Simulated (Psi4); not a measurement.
C$_{3}$H$_{13}$NSi$_{3}$, charge -1, doublet, at the geometry of the source list (a state made from the parent by changing its charge; the spin is typed, not shown lowest) (a gas-phase anion, which may not be bound at this level); B3LYP/STO-3G (Psi4).

Here is a job for Psi4.
```
memory 2 GB

molecule {
-1 2
  C    -0.70110000    1.79570000    1.70080000
  Si   -0.39230000    0.79900000    0.17710000
  C    -1.83130000   -0.40600000   -0.17100000
  C    -1.22390000   -1.51280000   -1.04290000
  Si    0.59720000   -1.66000000   -0.52690000
  N     0.96340000   -0.22970000    0.33080000
  Si    2.38630000    0.48470000   -0.21760000
  H    -0.81840000    1.15370000    2.57950000
  H     0.12330000    2.48700000    1.90130000
  H    -1.61410000    2.39090000    1.60140000
  H    -0.25300000    1.67020000   -1.01530000
  H    -2.18590000   -0.81870000    0.78100000
  H    -2.67300000    0.08530000   -0.66830000
  H    -1.26560000   -1.22610000   -2.10080000
  H    -1.76660000   -2.45600000   -0.92820000
  H     1.43940000   -1.86550000   -1.73020000
  H     0.75930000   -2.79140000    0.41300000
  H     2.29420000    0.82720000   -1.65840000
  H     3.51960000   -0.44340000    0.00710000
  H     2.64250000    1.71600000    0.56750000
}

set basis sto-3g
set reference uks

energy('b3lyp')
print_variables()
```

Write the output that Psi4 gives for this input, abridged.


```
   => Loading Basis Set <=

    Name: STO-3G
    Role: ORBITAL
    Keyword: BASIS

         ---------------------------------------------------------
                                   SCF
               by Justin Turney, Rob Parrish, Andy Simmonett
                          and Daniel G. A. Smith
                              UKS Reference
         ---------------------------------------------------------

  ==> Geometry <==

    Molecular point group: c1
    Full point group: C1

    Geometry (in Angstrom), charge = -1, multiplicity = 2:

       Center              X                  Y                   Z               Mass
    ------------   -----------------  -----------------  -----------------  -----------------
         C           -0.980706147800     1.894223892218     1.739235939523    12.000000000000
         SI          -0.671906147800     0.897523892218     0.215535939523    27.976926534650
         C           -2.110906147800    -0.307476107782    -0.132564060477    12.000000000000
         C           -1.503506147800    -1.414276107782    -1.004464060477    12.000000000000
         SI           0.317593852200    -1.561476107782    -0.488464060477    27.976926534650
         N            0.683793852200    -0.131176107782     0.369235939523    14.003074004430
         SI           2.106693852200     0.583223892218    -0.179164060477    27.976926534650
         H           -1.098006147800     1.252223892218     2.617935939523     1.007825032230
         H           -0.156306147800     2.585523892218     1.939735939523     1.007825032230
         H           -1.893706147800     2.489423892218     1.639835939523     1.007825032230
         H           -0.532606147800     1.768723892218    -0.976864060477     1.007825032230
         H           -2.465506147800    -0.720176107782     0.819435939523     1.007825032230
         H           -2.952606147800     0.183823892218    -0.629864060477     1.007825032230
         H           -1.545206147800    -1.127576107782    -2.062364060477     1.007825032230
         H           -2.046206147800    -2.357476107782    -0.889764060477     1.007825032230
         H            1.159793852200    -1.766976107782    -1.691764060477     1.007825032230
         H            0.479693852200    -2.692876107782     0.451435939523     1.007825032230
         H            2.014593852200     0.925723892218    -1.619964060477     1.007825032230
         H            3.239993852200    -0.344876107782     0.045535939523     1.007825032230
         H            2.362893852200     1.814523892218     0.605935939523     1.007825032230

  Running in c1 symmetry.

  Rotational constants: A =      0.05779  B =      0.05252  C =      0.03063 [cm^-1]
  Rotational constants: A =   1732.49404  B =   1574.61371  C =    918.23848 [MHz]
  Nuclear repulsion =  571.926624175397706

  Charge       = -1
  Multiplicity = 2
  Electrons    = 81
  Nalpha       = 41
  Nbeta        = 40

  ==> Algorithm <==

  SCF Algorithm Type is DF.
  DIIS enabled.
  MOM disabled.
  Fractional occupation disabled.
  Guess Type is SAD.
  Energy threshold   = 1.00e-06
  Density threshold  = 1.00e-06
  Integral threshold = 1.00e-12

  ==> Primary Basis <==

  Basis Set: STO-3G
    Blend: STO-3G
    Number of shells: 40
    Number of basis functions: 60
    Number of Cartesian functions: 60
    Spherical Harmonics?: true
    Max angular momentum: 1

  ==> DFT Potential <==

   => LibXC <=

    Version 7.1.2
    S. Lehtola, C. Steigemann, M. J. T. Oliveira, and M. A. L. Marques,  SoftwareX 7, 1–5 (2018) (10.1016/j.softx.2017.11.002)

   => Composite Functional: B3LYP <=

    B3LYP Hyb-GGA Exchange-Correlation Functional

    P. J. Stephens, F. J. Devlin, C. F. Chabalowski, and M. J. Frisch,  J. Phys. Chem. 98, 11623 (1994) (10.1021/j100096a001)

    Deriv               =              1
    GGA                 =           TRUE
    Meta                =          FALSE

    Exchange Hybrid     =           TRUE
    MP2 Hybrid          =          FALSE

   => Exchange Functionals <=

    0.0800   Slater exchange
    0.7200         Becke 88

   => Exact (HF) Exchange <=

    0.2000               HF

   => Correlation Functionals <=

    0.1900   Vosko, Wilk & Nusair (VWN5_RPA)
    0.8100   Lee, Yang & Parr

   => LibXC Density Thresholds  <==

    XC_HYB_GGA_XC_B3LYP:  1.00E-15

   => Molecular Quadrature <=

    Radial Scheme          =       TREUTLER
    Pruning Scheme         =           NONE
    Nuclear Scheme         =       TREUTLER

    Blocking Scheme        =         OCTREE
    BS radius alpha        =              1
    Pruning alpha          =              1
    Radial Points          =             75
    Spherical Points       =            302
    Total Points           =         417523
    Total Blocks           =           3076
    Max Points             =            256
    Max Functions          =             55
    Weights Tolerance      =       1.00E-15

   => Loading Basis Set <=

    Name: (STO-3G AUX)
    Role: JKFIT
    Keyword: DF_BASIS_SCF

  ==> Integral Setup <==

  SCF_SUBTYPE=INCORE selected. In-core MEM_DF algorithm will be used.
  Using in-core AOs.

  ==> MemDFJK: Density-Fitted J/K Matrices <==

    J tasked:                   Yes
    K tasked:                   Yes
    wK tasked:                   No
    Algorithm:                 Core
    Schwarz Cutoff:           1E-12
    Mask sparsity (%):       3.7778
    Fitting Condition:        1E-10

   => Auxiliary Basis Set <=

  Basis Set: (STO-3G AUX)
    Blend: DEF2-UNIVERSAL-JKFIT
    Number of shells: 292
    Number of basis functions: 920
    Number of Cartesian functions: 1085
    Spherical Harmonics?: true
    Max angular momentum: 4

  Minimum eigenvalue in the overlap matrix is 2.1860685064E-01.
  Reciprocal condition number of the overlap matrix is 8.6987050854E-02.
    Using symmetric orthogonalization.

  ==> Pre-Iterations <==

  SCF Guess: Superposition of Atomic Densities via on-the-fly atomic UHF (no occupation information).

   -------------------------
    Irrep   Nso     Nmo
   -------------------------
     A         60      60
   -------------------------
    Total      60      60
   -------------------------

  ==> Iterations <==

                           Total Energy        Delta E     RMS |[F,P]|

   @DF-UKS iter SAD: -1029.12147192321481   -1.02912e+03   0.00000e+00
   @DF-UKS iter   1: -1032.78809798967836   -3.66663e+00   7.81336e-03 ADIIS/DIIS
   @DF-UKS iter   2: -1032.44256403688746    3.45534e-01   1.52029e-02 ADIIS/DIIS
   @DF-UKS iter   3: -1032.92476574379339   -4.82202e-01   2.33124e-03 ADIIS/DIIS
   @DF-UKS iter   4: -1032.93880099787316   -1.40353e-02   3.31598e-04 ADIIS/DIIS
   @DF-UKS iter   5: -1032.93911876480956   -3.17767e-04   1.26363e-04 ADIIS/DIIS
   @DF-UKS iter   6: -1032.93917128918224   -5.25244e-05   3.97375e-05 DIIS
   @DF-UKS iter   7: -1032.93918040121230   -9.11203e-06   9.36272e-06 DIIS
   @DF-UKS iter   8: -1032.93918267964295   -2.27843e-06   7.08558e-06 DIIS
   @DF-UKS iter   9: -1032.93918335771082   -6.78068e-07   3.55395e-06 DIIS
   @DF-UKS iter  10: -1032.93918381256572   -4.54855e-07   2.07408e-06 DIIS
   @DF-UKS iter  11: -1032.93918393044987   -1.17884e-07   1.31946e-06 DIIS
   @DF-UKS iter  12: -1032.93918397524294   -4.47931e-08   5.47700e-07 DIIS
  Energy and wave function converged.

  ==> Post-Iterations <==

   Electrons on quadrature grid:
      Nalpha   =   41.0000356577 ; deviation = 3.566e-05
      Nbeta    =   40.0000370424 ; deviation = 3.704e-05
      Ntotal   =   81.0000727001 ; deviation = 7.270e-05

   @Spin Contamination Metric:   1.523099741E-03
   @S^2 Expected:                7.500000000E-01
   @S^2 Observed:                7.515230997E-01
   @S   Expected:                5.000000000E-01
   @S   Observed:                5.000000000E-01

    Orbital Energies [Eh]
    ---------------------

    Alpha Occupied:

[...]
    Alpha Virtual:

[...]
      60A      0.737988

    Beta Occupied:

[...]
      40A      0.113908

    Beta Virtual:

[...]
    Final Occupation by Irrep:
              A
    DOCC [    40 ]
    SOCC [     1 ]
    NA   [    41 ]
    NB   [    40 ]

  @DF-UKS Final Energy: -1032.93918397524294

   => Energetics <=

    Nuclear Repulsion Energy =            571.9266241753977056
    One-Electron Energy =               -2586.6476161255545776
    Two-Electron Energy =                1055.7663567805434468
    DFT Exchange-Correlation Energy =     -73.9845488056296006
    Empirical Dispersion Energy =           0.0000000000000000
    VV10 Nonlocal Energy =                  0.0000000000000000
    Total Energy =                      -1032.9391839752431679

  UHF NO Occupations:
  HONO-2 :   39  A 1.9998030
  HONO-1 :   40  A 1.9995765
  HONO-0 :   41  A 1.0000000
  LUNO+0 :   42  A 0.0004235
  LUNO+1 :   43  A 0.0001970
  LUNO+2 :   44  A 0.0000543
  LUNO+3 :   45  A 0.0000241

Computation Completed

Properties will be evaluated at   0.000000,   0.000000,   0.000000 [a0]

Properties computed using the SCF density matrix

 Multipole Moments:

 ------------------------------------------------------------------------------------
     Multipole            Electronic (a.u.)      Nuclear  (a.u.)        Total (a.u.)
 ------------------------------------------------------------------------------------

 L = 1.  Multiply by 2.5417464519 to convert [e a0] to [Debye]
 Dipole X            :          2.6034903           -3.1822833           -0.5787931
 Dipole Y            :         -1.8388595            1.8829446            0.0440851
 Dipole Z            :         -0.3254804            0.2227518           -0.1027287
 Magnitude           :                                                    0.5894897

 ------------------------------------------------------------------------------------

  Variable Map:
  ----------------------------------------------------------------------------
[...]
  Array Variable Map:
  ----------------------------------------------------------------------------
[...]
[...]
```
